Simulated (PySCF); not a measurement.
**Ionising TlSn**

PBE; Tl cc-pVDZ-PP with ECP60, Sn cc-pVDZ-PP with ECP28; scalar-relativistic core potentials (PySCF 2.14). Neutral (UKS): quartet (σ ↑, π ↑↑), Re = 2.945 Å, ωe = 118 cm⁻¹, De = 2.08 eV, HOMO -4.16 eV, LUMO -3.21 eV.

TlSn⁺ (UKS): triplet (σ ↑, π ↑), Re = 3.387 Å, ωe = 67.0 cm⁻¹. The energies at the minima are -386.84779 hartree for TlSn and -386.60769 for TlSn⁺.

**Question.** Work out the adiabatic ionisation energy, without and with harmonic zero-point energies (1 hartree = 27.2114 eV, 1 eV = 8065.5 cm⁻¹), and the change of the bond length.

**Answer.** At PBE: 0.24010 hartree = 6.533 eV between the minima; the zero-point term (67.0 − 118.0)/2 cm⁻¹ = -0.003 eV makes it 6.530 eV. Re changes by +44.2 pm against the neutral. The electron leaves a π orbital, and the ion is left as a loose complex of an ion and an atom.

Spin–orbit coupling is left out, which matters for elements this heavy, above all for dissociation energies. States were picked by a PBE0 search and need not be the measured ground states.
